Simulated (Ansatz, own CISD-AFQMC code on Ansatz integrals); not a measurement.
C3H5N, SMILES `C1=CNC1` (charge 0, multiplicity 1).

Cartesian coordinates (Å):
```xyz
9

C     -0.2594     0.0845    -0.9827
C     -1.0886    -0.0492     0.0617
N     -0.1050     0.0909     1.0836
C      0.9135     0.1396    -0.0265
H     -0.3755     0.2411    -2.0416
H     -2.1540    -0.1556     0.2155
H     -0.0093    -0.6807     1.7374
H      1.5029     1.0577    -0.0102
H      1.5754    -0.7282    -0.0372
```
Charge 0, spin multiplicity 1.

Frozen-core correlation energies in cc-pVDZ at a geometry from B3LYP-D3(BJ)/def2-TZVP, on an HF energy of -170.89460 Ha (<S^2> = 0.00). Wave-function levels are from Ansatz, the walk from an own CISD-AFQMC code on Ansatz integrals (time step 0.005/Ha, trial state from CCSD amplitudes, largest double 0.09).

```
level    correlation energy (mHa)
-------  ------------------------
MP2                        -569.1
CCSD                       -605.1
CCSD(T)                    -627.1
```

Task: What correlation energy does phaseless AFQMC give, and where does it lie among these levels?

Result: -629.5 ± 0.4 mHa (one standard error). AFQMC minus each level: MP2 -60.4 mHa, CCSD -24.4 mHa, CCSD(T) -2.4 mHa.
